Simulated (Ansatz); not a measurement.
Computed with Ansatz on PBE0-D4/def2-TZVP structures; ΔE is electronic, products minus reactants. CCSD(T)/CBS is the MP2 limit (def2-TZVPP, def2-QZVPP) plus CCSD(T) − MP2 in def2-TZVPP, frozen cores. This one scheme is used for every species. DFT in def2-TZVPP. B3LYP here is the variant with VWN-RPA as its local correlation; programs differ in this. Each species was taken in one conformer, which may not be the lowest.

Consider the formal exchange of groups at the Si–S bond: `FC[SiH](S)Cl` + SiH₄ → `FC[SiH]([SiH3])Cl` + H₂S.

| level | ΔE (eV) |
| --- | --- |
| B3LYP-D4 | 0.61 |
| ωB97X-V | 0.62 |
| PBE | 0.55 |
| B3LYP | 0.61 |
| HF/def2-TZVPP | 0.68 |
| CCSD/def2-TZVPP | 0.61 |
| HF/def2-QZVPP | 0.68 |
| SCS-MP2/def2-QZVPP | 0.70 |

(1) What does CCSD(T)/CBS give? (Estimate.)

Largest T1 diagnostic among the species: 0.011.

Answers

(1) Ansatz gave: +0.63 eV. The listed levels differ from it by -0.02, -0.01, -0.08, -0.02, 0.05, -0.02, 0.05, 0.07 eV.
